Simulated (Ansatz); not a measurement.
Mulliken charges of Cl₂H₂NOSi (`N[Si]([O])(Cl)Cl`) radical from ωB97M-V/def2-TZVPP in Ansatz (PBE0-D4/def2-TZVP geometry).

| atom | x (Å) | y (Å) | z (Å) | charge (e) |
| --- | --- | --- | --- | --- |
| N1 | 0.089 | 0.320 | 1.019 | -0.301 |
| Si2 | -0.088 | -0.166 | -0.607 | 0.664 |
| O3 | 1.203 | -1.123 | -0.775 | -0.293 |
| Cl4 | -1.850 | -1.141 | -0.849 | -0.180 |
| Cl5 | -0.052 | 1.457 | -1.822 | -0.180 |
| H6 | 0.805 | 0.987 | 1.269 | 0.145 |
| H7 | -0.107 | -0.333 | 1.764 | 0.145 |

**Question.** By hand: the dipole of these point charges (1 e Å = 4.8032 D).

**Answer.** Σ q r = (0.006, 0.160, 0.438) e Å, of length 0.466 e Å = 2.24 D.

**Question.** How does the dipole of the full density compare? (Estimate.)

**Answer.** Computed: (0.000, 0.181, 0.482) e Å, 2.47 D; the point charges give 0.91 times that, at 1° from its direction.

Point charges leave out the atoms' own dipoles, such as those of lone pairs, and Mulliken's split depends on the basis, so the close match here is no proof of good charges.
